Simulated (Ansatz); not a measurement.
CH4Si (SMILES C[SiH]), singlet, geometry from GFN2-xTB, with bond 2-1 at 2.4 times its length; Ansatz (a program for electronic structure) with CASSCF(4,5)/STO-3G.

Input for Ansatz:
Ansatz 0.2 input:
```yaml
crystal:
  periodic: [false, false, false]
  atoms:
    - {symbol: Si, position_ang: [-0.43645331, -0.36977585, 0.50433177]}
    - {symbol: H, position_ang: [-2.89575911, -1.23448119, -1.97116589]}
    - {symbol: C, position_ang: [0.75878142, 0.58965571, -0.64468426]}
    - {symbol: H, position_ang: [1.62615502, 0.97194639, -0.10888921]}
    - {symbol: H, position_ang: [0.26247842, 1.44353751, -1.10748186]}
    - {symbol: H, position_ang: [1.13018851, -0.04648645, -1.44904261]}
basis:
  gaussian:
    orbitals: STO-3G
hamiltonian:
  xc: hf
magnetization: {spin_polarized: false}
correlation: {active_space: {window: {electrons: 4, orbitals: 5}}}
```

Predict the main parts of the log of this Ansatz run.


```
Functional definition: HF
213 factors; integrals over basis functions are off by at most 2.9e-5 eV
mean field evaluation 1: about -8838.7260 eV, gradient 1.1e1 eV
mean field evaluation 2: about -8838.7663 eV, gradient 1.1e1 eV
mean field evaluation 4: about -8839.1781 eV, gradient 7.6e0 eV
mean field evaluation 8: about -8839.5688 eV, gradient 7.3e0 eV
mean field evaluation 16: about -8838.6533 eV, gradient 1.8e1 eV
mean field -8842.21229583 eV, -324.9453084049 hartree, gradient 5.7e-6 eV, S^2 0.000000; 2 other end points of the search recorded, 0 dependent functions left out
reference -8842.21229583 eV, -324.9453084049 hartree; 12, 12 occupied and 6, 6 virtual orbitals, 213 factors
state -8847.60017960 eV, -325.1433094816 hartree
Total energy: -8847.60017960 eV, -325.1433094816 hartree
```
